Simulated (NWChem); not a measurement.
System: C2H6OTi; SMILES [CH3][Ti]([CH3])=[O]

```xyz
10

Ti     0.1123     0.3639     0.0000
O      1.5799    -0.2301     0.0000
C     -0.8722    -0.3050    -1.7161
H     -1.0372    -1.3903    -1.5884
H     -1.8612     0.1750    -1.8351
H     -0.2871    -0.1698    -2.6409
C     -0.8722    -0.3050     1.7161
H     -1.8612     0.1750     1.8351
H     -1.0372    -1.3903     1.5884
H     -0.2871    -0.1698     2.6409
```
Atoms are numbered in this order, from 1.

Results from NWChem. Pople sets run with spherical d functions. Coordinates come from a PBE0/def2-SVP optimisation. No frequency run checked for a minimum. Vzz is the largest principal value of the second derivative of the potential at the nucleus (NWChem prints the opposite sign); η is the asymmetry. Non-relativistic.

For level PBE/def2-TZVP:

| Property | Result |
|---|---|
| Vzz Ti1 (a.u.) | 1.390 |
| Vzz O2 (a.u.) | -0.335 |

Q: How do the values read with level PBE0/6-31G* instead?

A: 
| Item | Value |
|---|---|
| Vzz Ti1 (a.u.) | 1.252 |
| Vzz O2 (a.u.) | 0.267 |
